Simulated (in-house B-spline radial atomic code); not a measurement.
# RPA and G0W0 on LC-wPBE: Xe7+

Configuration [Kr] 4d10 5s1, highest spin, mean-field start LC-wPBE. Computed with an all-electron radial atomic-structure program (B-spline basis): all electrons, scalar-relativistic (spin-free one-electron X2C), finite nucleus, each spin shell either full or empty, empty states to l = 9 with an (l + 1/2)⁻⁴ tail; G0W0 by contour deformation at full frequency.

Command:
```bash
python run_gw.py task.json out
```
Settings (radii: box in bohr, nucleus in fm):
```
Z                        54
electrons                47
configuration            [Kr] 4d10 5s1
hamiltonian              x2c
method                   lc_wpbe
lmax                     9
rms_radius               4.7859
spin_polarised           True
box_radius               8.41
intervals                66
ion_configuration        [Kr] 4d10
```

Run time, properties included: 9.5 s on 1 thread of Arm Neoverse V1, with other jobs on the host.

Energies (hartree):

| term | value |
| --- | --- |
| mean-field total | -7434.34620 |
| Hartree-Fock functional on these orbitals | -7432.09390 |
| direct second order | -4.1657 |
| second-order exchange | 1.1517 |
| SOSEX correction | 1.0882 |

Problem. What is the RPA correlation energy, and what remains with SOSEX?

Solution. RPA gives -3.7458 hartree (-2.17 eV per electron); RPA + SOSEX gives -2.6576, and the second-order doubles -3.014 hartree (no singles). RPA lacks exchange-type terms and so overcorrelates at short range.

Quasi-particle levels (eV):

| level | occupied | mean field | Σx - vxc | Σc | QP weight | G0W0 |
| --- | --- | --- | --- | --- | --- | --- |
| 5s up | yes | -104.78 | 0.33 | ? | ? | ? |
| 4d down | yes | -156.22 | -7.19 | 0.17 | 0.967 | -163.24 |
| 4d up | yes | -156.60 | -7.22 | 0.24 | 0.956 | -163.58 |
| 5s down | no | -93.80 | 4.58 | -2.86 | 0.975 | -92.07 |

G0W0 = mean field + (Σx - vxc) + Σc, with Σc (partial-wave tail included) taken at the quasi-particle energy. Only the outer levels were computed. Levels of low weight are left out.

Problem. Where does G0W0 put 5s up?

Solution. At -106.72 eV, with Σc = -2.27 eV and a quasi-particle weight of 0.980. The tabulated removal energy is 105.978 ± 0.0025 eV (NIST, measured); the calculation leaves out spin-orbit coupling, Breit and QED terms, and what these don't explain is the method's own error.

Problem. What does it cost to remove one electron (to [Kr] 4d10) by differences of total energies, each species on its own start (correlation terms add to the Hartree-Fock functional)?

Solution. LC-wPBE 106.58 eV, Hartree-Fock functional 104.20 eV, + RPA 106.39 eV, + RPA + SOSEX 105.77 eV, + second order 106.60 eV. Tabulated: 105.978 ± 0.0025 eV (NIST, measured); the calculation leaves out spin-orbit coupling, Breit and QED terms, and what these don't explain is the method's own error.
